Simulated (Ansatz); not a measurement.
MnF₂⁺. Charge 1, multiplicity 5. Geometry PBE0-D4/def2-TZVP, that of the neutral sextet; atoms count from 1.

```
atom   x (Å)   y (Å)   z (Å)
 Mn1  -0.002   0.003   0.002
  F2  -1.438  -0.839  -0.659
  F3   1.441   0.836   0.658
```

(1) Estimate the Mulliken populations from the PBE0/def2-TZVP orbitals of Ansatz.

(2) Where does the spin sit?

(3) And the Mayer bond orders between heavy atoms (over 0.3)?

Results:

(1) 
```
atom  charge (e)  spin (α − β)  d electrons
 Mn1        1.65          3.95         5.04
  F2       -0.33          0.03            –
  F3       -0.33          0.03            –
```
Mulliken values depend strongly on the basis.

(2) Summed by element: Mn 3.95, F 0.05, of 4 unpaired in all. Largest on single atoms: Mn1 3.95, F2 0.03, F3 0.03.

(3) Mn1–F2 0.97 (1.79 Å); Mn1–F3 0.97 (1.79 Å).
